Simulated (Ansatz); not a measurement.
Basis sets compared for Li4S2⁺ (the lowest doublet isomer of a short search). Total charge 1; doublet. Geometry PBE-D4/def2-TZVP. Ansatz on 4 threads of Arm Neoverse V1 on a shared host; times are rough, and most runs start from earlier orbitals.

```xyz
6

Li   -2.661    2.346   -1.859
Li    2.642   -2.368    1.860
Li   -0.365    0.549    1.213
Li    0.379   -0.534   -1.214
S    -1.203    1.073   -0.847
S     1.208   -1.067    0.847
```

The structure comes from a short search, and lower isomers may exist.

| level | functions | energy (Eh) | HOMO (eV) | LUMO (eV) | wall time |
| --- | --- | --- | --- | --- | --- |
| HF/STO-3G | 38 | -815.9234 | -8.77 | -2.34 | 0.2 s |
| HF/6-31G | 62 | -824.8407 | -10.18 | -4.18 | 0.45 s |
| PBE-D4/def2-SVP | 72 | -825.7821 | -8.34 | -7.89 | 1.2 s |
| PBE0-D4/def2-SVP | 72 | -825.8624 | -8.73 | -7.27 | 1.4 s |

Problem. Estimate the rows for PBE-D4/def2-TZVP, PBE0-D4/def2-TZVP (with forces).

Solution. 
```tsv
level	functions	energy (Eh)	HOMO (eV)	LUMO (eV)	wall time
PBE-D4/def2-TZVP	130	-826.0675	-8.45	-8.04	1.8 s
PBE0-D4/def2-TZVP (with forces)	130	-826.1425	-8.84	-7.42	2.4 s
```
